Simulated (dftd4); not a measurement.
C₂H₃O₂, charge -1, singlet, geometry from GFN2-xTB; D4 for b97d run with dftd4.

Input for dftd4:
```
$ dftd4 mol.xyz --func b97d --charge -1 --json dftd4.json --noedisp

# file mol.xyz
7

C      0.11500632     0.05201120    -0.05302050
O      0.26258741     1.21666153    -0.49561643
O     -1.20825450    -0.24327257     0.45360888
H     -1.68617274     0.58417768     0.31791387
C      0.98094306    -0.97998349     0.03343690
H      0.68003939    -1.92741954     0.44895840
H      1.99577385    -0.87603609    -0.31331037
```

The log (banner, timings and long lists left out):

```
                    ____  _____ _____     ____  _  _
      -------------|  _ \|  ___|_   _|---|  _ \| || |------------
     |             | | | | |_    | | ___ | | | | || |_           |
     |             | |_| |  _|   | ||___|| |_| |__   _|          |
     |             |____/|_|     |_|     |____/   |_|            |
     |             ===================================           |
     |            E. Caldeweyher, S. Ehlert & S. Grimme          |
     |          Mulliken Center for Theoretical Chemistry        |
     |                    University of Bonn                     |
      -----------------------------------------------------------

Rational (Becke-Johnson) damping: b97d-D4-ATM
---------------------
  s6         1.0000
  s8         1.6946
  s9         1.0000
  a1         0.2890
  a2         4.1341
 alp        16.0000
--------------------

Dispersion energy:      -1.7738227407734E-02 Eh

[Info] JSON dump of results written to 'dftd4.json'
```
